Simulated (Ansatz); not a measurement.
```yaml
crystal:
  periodic: [false, false, false]
  atoms:
    - {symbol: C, position_ang: [1.032235, 1.881050, -1.162567]}
    - {symbol: C, position_ang: [1.043115, 0.930448, 0.029315]}
    - {symbol: B, position_ang: [0.589883, -0.539158, -0.236968]}
    - {symbol: C, position_ang: [-0.071661, -1.414230, 0.850076]}
    - {symbol: Si, position_ang: [-1.940775, -1.245718, 0.647953]}
    - {symbol: H, position_ang: [1.466892, 2.853247, -0.917237]}
    - {symbol: H, position_ang: [1.594531, 1.464427, -2.001767]}
    - {symbol: H, position_ang: [0.012780, 2.059144, -1.514484]}
    - {symbol: H, position_ang: [0.519973, 1.367132, 0.888475]}
    - {symbol: H, position_ang: [2.083564, 0.802957, 0.380544]}
    - {symbol: H, position_ang: [0.749047, -1.006338, -1.335765]}
    - {symbol: H, position_ang: [0.127212, -2.485419, 0.746978]}
    - {symbol: H, position_ang: [0.138719, -1.091162, 1.875491]}
    - {symbol: H, position_ang: [-2.377158, -1.731864, -0.687294]}
    - {symbol: H, position_ang: [-2.356249, 0.175868, 0.788221]}
    - {symbol: H, position_ang: [-2.635105, -2.043082, 1.693432]}
basis:
  gaussian: {orbitals: aug-pcseg-2}
magnetization: {spin_polarized: true, initial_magnetization: 2}
hamiltonian: {xc: {name: B2GP-PLYP}}
outputs: {forces: true}
output: {forces: true}
```

```sh
$ ansatz run in.yaml --threads 4 --pin off --events-out ev --progress --plain --max-ram 10444MiB
```

Shortened log:

```
Error: YAML parse error: error: line 24 column 1: unknown field `outputs`, expected one of crystal, accuracy, basis, kpoints, hamiltonian, magnetization, projection, total_charge, correlation, batch, efield, external_charges, scf, relax, neb, saddle, md, ramp, phonons, dielectric, real_time, elastic, magnetic_configurations, gw, evaluate, workflow, output, checkpoint, execution
22 | magnetization: {spin_polarized: true, initial_magnetization: 2}
23 | hamiltonian: {xc: {name: B2GP-PLYP}}
24 | outputs: {forces: true}
25 | output: {forces: true}
```

In this input the input holds a key that doesn't belong there. The input was rejected before any iteration.
